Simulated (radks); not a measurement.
Results of a calculation; reference values are marked as such.
Ionisation of the oxygen ion O+, [He] 2s2 2p3, to O2+, [He] 2s2 2p2, under several functionals. Non-relativistic Kohn-Sham, spin-polarised, spherical densities, point nucleus; open shells are filled with parallel spins first; a radial shooting solver on a logarithmic mesh with Libxc functionals.

functional                          E(O+) (hartree)  Exc (hartree)  IE (eV)  -e(HOMO) (eV)  <r> HOMO (bohr)  IE error (eV)
B86b exchange with PBE correlation        -74.55700       -8.07366   35.551         26.410            1.085         +0.430
BP86                                      -74.56892       -8.08649   35.526         26.391            1.083         +0.405
r2SCAN                                    -74.55949       -8.08770   36.329         27.300            1.077         +1.208
revPBE                                    -74.56231       -8.07968   35.465         26.332            1.085         +0.344
OLYP                                      -74.57724       -8.10620   35.583         26.401            1.080         +0.461
HCTH/407                                  -74.56955       -8.10469   36.174         27.016            1.070         +1.053
RPBE                                      -74.58113       -8.09886   35.466         26.335            1.086         +0.345

NIST Atomic Spectra Database: 35.121 eV (measured). Closest: revPBE. The Delta-SCF values span 0.86 eV, the total energies 0.02 hartree. The highest occupied level is 2p. Open shells are spherical and high-spin; term and fine-structure splittings are not resolved.
